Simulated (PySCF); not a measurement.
Ga, doublet; M062X/def2-SVP in PySCF.

Here is a job for PySCF.
```python
from pyscf import gto, scf, dft

mol = gto.M(
    atom='''
Ga    0.00000000    0.00000000    0.00000000
''',
    basis='def2-svp',
    spin=1,
    verbose=3,
)

mf = dft.UKS(mol)
mf.xc = 'm062x'
mf.kernel()
mf.analyze()
```

Write the output that PySCF gives for this input, abridged.


```
converged SCF energy = -1924.55876615695  <S^2> = 0.75401113  2S+1 = 2.0040071
**** MO energy ****
                             alpha | beta                alpha | beta
MO #1   energy= -374.694549681885  | -374.693235083611  occ= 1 | 1
MO #2   energy= -46.6057323094934  | -46.6051266867646  occ= 1 | 1
MO #3   energy= -41.3744677261045  | -41.3741622478977  occ= 1 | 1
MO #4   energy= -41.3744677254546  | -41.3741622474363  occ= 1 | 1
MO #5   energy= -41.3737959546887  | -41.3713568980361  occ= 1 | 1
MO #6   energy= -5.75756859626565  | -5.75600256997719  occ= 1 | 1
MO #7   energy= -4.03036032673262  | -4.03044328888309  occ= 1 | 1
MO #8   energy= -4.03036032476539  | -4.03044328612567  occ= 1 | 1
MO #9   energy= -4.02505860018832  | -4.02012504153165  occ= 1 | 1
MO #10  energy= -0.99518455872882  | -0.995762711280792 occ= 1 | 1
MO #11  energy= -0.99518455862226  | -0.995762711211593 occ= 1 | 1
MO #12  energy= -0.988372468933903 | -0.987453567761335 occ= 1 | 1
MO #13  energy= -0.988372466803124 | -0.987453565471296 occ= 1 | 1
MO #14  energy= -0.986997120084035 | -0.984710457264172 occ= 1 | 1
MO #15  energy= -0.386748508377385 | -0.339110448169986 occ= 1 | 1
MO #16  energy= -0.162582077430638 | -0.033544585143522 occ= 1 | 0
MO #17  energy= -0.032739915540103 | -0.0335442718575268 occ= 0 | 0
MO #18  energy= -0.0327392827947703 | -0.0196615784738272 occ= 0 | 0
MO #19  energy= 0.149251546505865  | 0.115739596357849  occ= 0 | 0
MO #20  energy= 0.310003753679177  | 0.311958294815291  occ= 0 | 0
MO #21  energy= 0.334877438799215  | 0.315077345226028  occ= 0 | 0
MO #22  energy= 0.334878217146006  | 0.31507774121484   occ= 0 | 0
MO #23  energy= 0.386327945338655  | 0.402081044765153  occ= 0 | 0
MO #24  energy= 0.386328069864493  | 0.402081045412475  occ= 0 | 0

To work with the spin densities directly, `use mulliken_meta_spin()` only printing them here.

 ** Mulliken spin pop alpha/beta on meta-lowdin orthogonal AOs **
 ** Mulliken Spin Density (per atom)  **
spin density of  0 Ga =      1.00000
 ** Mulliken pop alpha/beta on meta-lowdin orthogonal AOs **
 ** Mulliken atomic charges   ( Nelec_alpha | Nelec_beta ) **
charge of  0Ga =     -0.00000  (    16.00000     15.00000 )
Dipole moment(X, Y, Z, Debye): -0.00000, -0.00000,  0.00000
```
